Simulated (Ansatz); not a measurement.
Geometry optimisation, RKS PBE0-D4/def2-SVP in Ansatz 0.2.0.

Input file:

```yaml
crystal:
  periodic: [false, false, false]
  atoms:
    - { symbol: Si, position_ang: [0.188623, -0.584484, -0.519275] }
    - { symbol: H, position_ang: [0.338544, 0.850591, 1.725713] }
    - { symbol: F, position_ang: [1.519216, 0.301051, -0.540124] }
    - { symbol: O, position_ang: [-1.107605, 0.327729, -0.263728] }
    - { symbol: Si, position_ang: [-2.491967, 1.152104, -0.71986] }
    - { symbol: H, position_ang: [-3.657085, 0.514132, -0.050622] }
    - { symbol: H, position_ang: [-2.346758, 2.564934, -0.276814] }
    - { symbol: H, position_ang: [-2.639431, 1.081334, -2.200256] }
    - { symbol: F, position_ang: [0.084783, -1.294521, -1.950882] }
    - { symbol: Br, position_ang: [0.398242, -2.230383, 1.027801] }
    - { symbol: H, position_ang: [0.548938, 0.293213, 2.126047] }
basis:
  gaussian: { orbitals: def2-SVP }
hamiltonian:
  xc: pbe0
  dispersion: d4
relax:
  f_tol: 0.03
  max_steps: 50
```

Command:

```bash
$ ansatz run input.yaml --threads 4 --pin off --max-ram 5120MiB --backend cpu --events-out ev --progress --plain --runs-dir out
```

Q: Where does it end, and by what steps?

A: The run converged. After 8 steps the energy has fallen by 0.225 eV; H2 moved furthest, 0.62 Å.

```tsv
step	energy less start (eV)	largest force component (eV/Å)	accepted
0	0.0000	1.479	yes
1	-0.1667	0.295	yes
2	-0.2055	0.185	yes
3	-0.2165	0.072	yes
4	-0.2169	0.285	yes
5	-0.2201	0.062	yes
6	-0.2225	0.039	yes
7	-0.0970	1.742	no
8	-0.2253	0.028	yes
```

```xyz
11
Properties=species:S:1:pos:R:3
Si 0.179 -0.712 -0.700
H 0.518 1.262 2.148
F 1.571 0.070 -0.596
O -1.040 0.306 -0.457
Si -2.481 1.101 -0.736
H -3.570 0.388 -0.013
H -2.343 2.491 -0.224
H -2.759 1.113 -2.200
F 0.103 -1.328 -2.178
Br 0.171 -2.348 0.740
H 0.488 0.633 2.575
```

Whether the end is a true minimum wasn't checked by a vibrational analysis.

Run time: 29 s on 4 threads of Arm Neoverse V1 (shared host), peak memory 0.39 GiB.
